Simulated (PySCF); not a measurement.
PySCF input file for pyrazine (C4H4N2), SMILES c1cnccn1, ωB97X-D3(BJ)/def2-SVP. 

```python
import numpy as np
from pyscf import gto, scf, dft
from pyscf.geomopt import geometric_solver

mol = gto.M(
    atom='''
    C     0.00000000   -1.12916429   -0.69467544
    C    -0.00000000   -1.12916422    0.69467556
    N     0.00000000    0.00000008    1.38609696
    C    -0.00000000    1.12916429    0.69467544
    C     0.00000000    1.12916422   -0.69467556
    N    -0.00000000   -0.00000008   -1.38609696
    H    -0.00000000   -2.04450798   -1.27039428
    H     0.00000000   -2.04450785    1.27039449
    H     0.00000000    2.04450798    1.27039428
    H    -0.00000000    2.04450785   -1.27039449
    ''',
    basis='def2-SVP',
    charge=0,
    spin=0,
    max_memory=1600,
    verbose=3,
)
mf = dft.RKS(mol, xc='wb97x-d3bj').density_fit(auxbasis='def2-universal-jkfit')
mf.grids.level = 3
mf.conv_tol = 1e-9
mf.max_cycle = 100
mf.kernel()
grad = mf.nuc_grad_method()
grad.grid_response = mol.nao <= 150
conv, mol_eq = geometric_solver.kernel(grad, convergence_set='GAU_TIGHT', maxsteps=100)
print(mol_eq.tostring(format='xyz'))
mf.reset(mol_eq)
mf.kernel()
```

Log of the run:

```
converged SCF energy = -264.222202782506
[banner and settings of the optimiser left out]
Geometry optimization cycle 1
Cartesian coordinates (Angstrom)
 Atom        New coordinates             dX        dY        dZ
   C   0.000000  -1.129164  -0.694675    0.000000  0.000000  0.000000
   C   0.000000  -1.129164   0.694676    0.000000  0.000000  0.000000
   N   0.000000   0.000000   1.386097    0.000000  0.000000  0.000000
   C   0.000000   1.129164   0.694675    0.000000  0.000000  0.000000
   C   0.000000   1.129164  -0.694676    0.000000  0.000000  0.000000
   N   0.000000  -0.000000  -1.386097    0.000000  0.000000  0.000000
   H   0.000000  -2.044508  -1.270394    0.000000  0.000000  0.000000
   H   0.000000  -2.044508   1.270394    0.000000  0.000000 -0.000000
   H   0.000000   2.044508   1.270394    0.000000  0.000000  0.000000
   H   0.000000   2.044508  -1.270394    0.000000  0.000000  0.000000

WARN: Mole.unit (angstrom) is changed to Bohr

converged SCF energy = -264.222202782508
--------------- DFRKS_Scanner gradients ---------------
         x                y                z
0 C     0.0000000000    -0.0010829554     0.0000428961
1 C     0.0000000000    -0.0010829858    -0.0000428976
2 N     0.0000000000     0.0000000101    -0.0105726635
3 C    -0.0000000000     0.0010829644    -0.0000428923
4 C    -0.0000000000     0.0010829840     0.0000428948
5 N    -0.0000000000    -0.0000000153     0.0105726561
6 H    -0.0000000000     0.0106728436     0.0033503529
7 H    -0.0000000000     0.0106728412    -0.0033503548
8 H     0.0000000000    -0.0106728414    -0.0033503514
9 H     0.0000000000    -0.0106728436     0.0033503569
----------------------------------------------
cycle 1: E = -264.222202783  dE = -264.222  norm(grad) = 0.0269963
Step    0 : Gradient = 8.537e-03/1.119e-02 (rms/max) Energy = -264.2222027825
Hessian Eigenvalues: 2.30000e-02 2.30000e-02 2.30000e-02 ... 5.98369e-01 6.09364e-01 6.09364e-01

Geometry optimization cycle 2
Cartesian coordinates (Angstrom)
 Atom        New coordinates             dX        dY        dZ
   C   0.000000  -1.135270  -0.699517    0.000000 -0.006106 -0.004842
   C  -0.000000  -1.135270   0.699517   -0.000000 -0.006106  0.004842
   N  -0.000000   0.000000   1.399148   -0.000000  0.000000  0.013051
   C  -0.000000   1.135270   0.699517   -0.000000  0.006106  0.004842
   C   0.000000   1.135270  -0.699517    0.000000  0.006106 -0.004842
   N   0.000000  -0.000000  -1.399148    0.000000 -0.000000 -0.013051
   H   0.000000  -2.075413  -1.265420    0.000000 -0.030905  0.004974
   H  -0.000000  -2.075412   1.265421   -0.000000 -0.030904 -0.004974
   H  -0.000000   2.075412   1.265420   -0.000000  0.030905 -0.004974
   H   0.000000   2.075412  -1.265421    0.000000  0.030904  0.004974
converged SCF energy = -264.223531865997
--------------- DFRKS_Scanner gradients ---------------
         x                y                z
0 C    -0.0000000000    -0.0015622801    -0.0001376454
1 C    -0.0000000000    -0.0015622177     0.0001376207
2 N    -0.0000000000     0.0000000045    -0.0000300948
3 C     0.0000000000     0.0015622517     0.0001376271
4 C     0.0000000000     0.0015622423    -0.0001376243
5 N     0.0000000000     0.0000000021     0.0000301031
6 H    -0.0000000000    -0.0004756832    -0.0006808329
7 H     0.0000000000    -0.0004756730     0.0006808224
8 H     0.0000000000     0.0004756762     0.0006808277
9 H    -0.0000000000     0.0004756779    -0.0006808298
----------------------------------------------
cycle 2: E = -264.223531866  dE = -0.00132908  norm(grad) = 0.00354954
Step    1 : Displace = 2.122e-02/3.130e-02 (rms/max) Trust = 1.000e-01 (=) Grad = 1.122e-03/1.568e-03 (rms/max) E (change) = -264.2235318660 (-1.329e-03) Quality = 0.932
Hessian Eigenvalues: 2.30000e-02 2.30000e-02 2.30000e-02 ... 5.98369e-01 6.09364e-01 6.62740e-01

Geometry optimization cycle 3
Cartesian coordinates (Angstrom)
 Atom        New coordinates             dX        dY        dZ
   C   0.000000  -1.130708  -0.699231    0.000000  0.004562  0.000286
   C   0.000000  -1.130708   0.699232    0.000000  0.004562 -0.000285
   N  -0.000000  -0.000000   1.404045    0.000000 -0.000000  0.004897
   C  -0.000000   1.130708   0.699232   -0.000000 -0.004562 -0.000285
   C  -0.000000   1.130708  -0.699232   -0.000000 -0.004562  0.000286
   N   0.000000  -0.000000  -1.404044   -0.000000  0.000000 -0.004896
   H   0.000000  -2.073235  -1.259977    0.000000  0.002178  0.005443
   H   0.000000  -2.073235   1.259978    0.000000  0.002177 -0.005443
   H  -0.000000   2.073235   1.259977   -0.000000 -0.002178 -0.005443
   H  -0.000000   2.073235  -1.259977   -0.000000 -0.002177  0.005443
converged SCF energy = -264.223566887641
--------------- DFRKS_Scanner gradients ---------------
         x                y                z
0 C     0.0000000000     0.0006614958     0.0003190405
1 C     0.0000000000     0.0006613417    -0.0003189593
2 N     0.0000000000    -0.0000000050     0.0007793904
3 C    -0.0000000000    -0.0006614481    -0.0003190195
4 C    -0.0000000000    -0.0006613809     0.0003189628
5 N    -0.0000000000    -0.0000000023    -0.0007794265
6 H    -0.0000000000    -0.0001021247    -0.0003809898
7 H    -0.0000000000    -0.0001021422     0.0003809989
8 H     0.0000000000     0.0001021322     0.0003809859
9 H     0.0000000000     0.0001021386    -0.0003809983
----------------------------------------------
cycle 3: E = -264.223566888  dE = -3.50216e-05  norm(grad) = 0.00199856
Step    2 : Displace = 5.187e-03/5.863e-03 (rms/max) Trust = 1.414e-01 (+) Grad = 6.320e-04/7.794e-04 (rms/max) E (change) = -264.2235668876 (-3.502e-05) Quality = 0.776
Hessian Eigenvalues: 2.30000e-02 2.30000e-02 2.30000e-02 ... 5.98369e-01 6.09364e-01 6.88554e-01

Geometry optimization cycle 4
Cartesian coordinates (Angstrom)
 Atom        New coordinates             dX        dY        dZ
   C   0.000000  -1.131675  -0.698970   -0.000000 -0.000967  0.000261
   C   0.000000  -1.131674   0.698971   -0.000000 -0.000966 -0.000261
   N  -0.000000   0.000000   1.402277   -0.000000  0.000000 -0.001768
   C  -0.000000   1.131675   0.698971    0.000000  0.000967 -0.000261
   C  -0.000000   1.131674  -0.698970    0.000000  0.000966  0.000262
   N   0.000000  -0.000000  -1.402276    0.000000 -0.000000  0.001768
   H   0.000000  -2.074295  -1.258596   -0.000000 -0.001060  0.001381
   H   0.000000  -2.074294   1.258597   -0.000000 -0.001059 -0.001381
   H  -0.000000   2.074295   1.258597    0.000000  0.001060 -0.001381
   H  -0.000000   2.074294  -1.258596    0.000000  0.001059  0.001382
converged SCF energy = -264.223572701904
--------------- DFRKS_Scanner gradients ---------------
         x                y                z
0 C    -0.0000000000    -0.0000711313     0.0001958461
1 C    -0.0000000000    -0.0000707727    -0.0001960832
2 N    -0.0000000000     0.0000000203    -0.0000056913
3 C     0.0000000000     0.0000710960    -0.0001958898
4 C     0.0000000000     0.0000708187     0.0001960612
5 N     0.0000000000     0.0000000114     0.0000057330
6 H     0.0000000000     0.0000415762     0.0000318337
7 H     0.0000000000     0.0000416048    -0.0000318524
8 H    -0.0000000000    -0.0000415892    -0.0000318396
9 H    -0.0000000000    -0.0000416128     0.0000318557
----------------------------------------------
cycle 4: E = -264.223572702  dE = -5.81426e-06  norm(grad) = 0.000429881
Step    3 : Displace = 1.496e-03/1.768e-03 (rms/max) Trust = 2.000e-01 (+) Grad = 1.359e-04/2.085e-04 (rms/max) E (change) = -264.2235727019 (-5.814e-06) Quality = 0.925
Hessian Eigenvalues: 2.30000e-02 2.30000e-02 2.30000e-02 ... 5.98369e-01 6.09364e-01 6.96894e-01

Geometry optimization cycle 5
Cartesian coordinates (Angstrom)
 Atom        New coordinates             dX        dY        dZ
   C   0.000000  -1.131654  -0.699087    0.000000  0.000020 -0.000117
   C   0.000000  -1.131656   0.699090    0.000000  0.000018  0.000119
   N  -0.000000  -0.000001   1.402405    0.000000 -0.000001  0.000129
   C  -0.000000   1.131654   0.699088   -0.000000 -0.000021  0.000117
   C  -0.000000   1.131656  -0.699089   -0.000000 -0.000018 -0.000119
   N   0.000000   0.000000  -1.402404   -0.000000  0.000000 -0.000128
   H   0.000000  -2.074325  -1.258765   -0.000000 -0.000029 -0.000169
   H   0.000000  -2.074327   1.258768   -0.000000 -0.000032  0.000171
   H  -0.000000   2.074324   1.258766    0.000000  0.000029  0.000170
   H  -0.000000   2.074326  -1.258766    0.000000  0.000032 -0.000171
converged SCF energy = -264.223572826623
--------------- DFRKS_Scanner gradients ---------------
         x                y                z
0 C     0.0000000000    -0.0000203162     0.0000219537
1 C     0.0000000000    -0.0000214989    -0.0000212459
2 N     0.0000000000    -0.0000000242     0.0000207706
3 C    -0.0000000000     0.0000203823    -0.0000219136
4 C    -0.0000000000     0.0000214210     0.0000212670
5 N    -0.0000000000    -0.0000000007    -0.0000208068
6 H    -0.0000000000     0.0000050876    -0.0000018727
7 H    -0.0000000000     0.0000050011     0.0000019313
8 H     0.0000000000    -0.0000050639     0.0000018760
9 H     0.0000000000    -0.0000049865    -0.0000019433
----------------------------------------------
cycle 5: E = -264.223572827  dE = -1.24719e-07  norm(grad) = 6.77892e-05
Step    4 : Displace = 1.448e-04/1.739e-04 (rms/max) Trust = 2.828e-01 (+) Grad = 2.144e-05/3.023e-05 (rms/max) E (change) = -264.2235728266 (-1.247e-07) Quality = 1.046
Hessian Eigenvalues: 2.30000e-02 2.30000e-02 2.30000e-02 ... 5.98369e-01 6.09368e-01 6.82266e-01

Geometry optimization cycle 6
Cartesian coordinates (Angstrom)
 Atom        New coordinates             dX        dY        dZ
   C   0.000000  -1.131643  -0.699098   -0.000000  0.000011 -0.000011
   C   0.000000  -1.131636   0.699092   -0.000000  0.000021  0.000002
   N  -0.000000   0.000001   1.402406   -0.000000  0.000002  0.000001
   C  -0.000000   1.131642   0.699099    0.000000 -0.000012  0.000011
   C  -0.000000   1.131635  -0.699091    0.000000 -0.000020 -0.000003
   N   0.000000  -0.000002  -1.402405    0.000000 -0.000002 -0.000001
   H   0.000000  -2.074341  -1.258741    0.000000 -0.000016  0.000024
   H   0.000000  -2.074332   1.258737   -0.000000 -0.000005 -0.000030
   H  -0.000000   2.074340   1.258742   -0.000000  0.000016 -0.000024
   H  -0.000000   2.074332  -1.258736   -0.000000  0.000005  0.000030
converged SCF energy = -264.223572828919
--------------- DFRKS_Scanner gradients ---------------
         x                y                z
0 C     0.0000000000    -0.0000033490     0.0000008445
1 C     0.0000000000     0.0000011647    -0.0000034566
2 N     0.0000000000     0.0000000095     0.0000029945
3 C    -0.0000000000     0.0000032426    -0.0000008519
4 C    -0.0000000000    -0.0000010402     0.0000034526
5 N     0.0000000000    -0.0000000002    -0.0000029701
6 H     0.0000000000    -0.0000000069    -0.0000007376
7 H     0.0000000000     0.0000003499     0.0000004678
8 H    -0.0000000000    -0.0000000063     0.0000007324
9 H    -0.0000000000    -0.0000003447    -0.0000004684
----------------------------------------------
cycle 6: E = -264.223572829  dE = -2.29653e-09  norm(grad) = 8.30814e-06
Step    5 : Displace = 2.223e-05/3.080e-05 (rms/max) Trust = 3.000e-01 (+) Grad = 2.627e-06/3.648e-06 (rms/max) E (change) = -264.2235728289 (-2.297e-09) Quality = 1.044
Hessian Eigenvalues: 2.30000e-02 2.30000e-02 2.30000e-02 ... 5.98369e-01 6.09368e-01 6.82266e-01
Converged! =D

10
XYZ from PySCF
C           0.00000000       -1.13164317       -0.69909830
C           0.00000000       -1.13163573        0.69909244
N          -0.00000000        0.00000140        1.40240581
C          -0.00000000        1.13164246        0.69909933
C          -0.00000000        1.13163522       -0.69909140
N           0.00000000       -0.00000200       -1.40240467
H           0.00000000       -2.07434084       -1.25874115
H           0.00000000       -2.07433204        1.25873734
H          -0.00000000        2.07434011        1.25874221
H          -0.00000000        2.07433154       -1.25873626
converged SCF energy = -264.223572828919
```

The calculation finished and met its thresholds.

Cost: about 90 core-seconds (a rough figure).
